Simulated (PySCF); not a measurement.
C4H4N2. Atoms are numbered in the order given.

```xyz
10

C      0.0000     1.1316    -0.6991
C      0.0000     1.1316     0.6991
N      0.0000     0.0000     1.4024
C      0.0000    -1.1316     0.6991
C      0.0000    -1.1316    -0.6991
N      0.0000     0.0000    -1.4024
H      0.0000     2.0743    -1.2587
H      0.0000     2.0743     1.2587
H      0.0000    -2.0743     1.2587
H      0.0000    -2.0743    -1.2587
```

The structure is a stationary point at ωB97X-D3(BJ)/def2-SVP.

The numbers are results of PBE/def2-TZVP (PySCF), not measurements.

Gas-phase values at a fixed geometry.

| Quantity | Result |
|---|---|
| total energy | -264.09258 hartree |
| point group | D2h |
| highest occupied level | -5.78 eV |
| lowest empty level | -2.53 eV |
| orbital gap | 3.25 eV |
| dipole moment | 0.00 D |
| quadrupole, principal values (traceless, Buckingham form, about the centre of nuclear charge) | -9.33, -1.75, 11.08 D·Å |
| mean static polarisability | 56.7 bohr³ (8.41 Å³) |
| polarisability, principal values | 33.1, 62.8, 74.4 bohr³ |
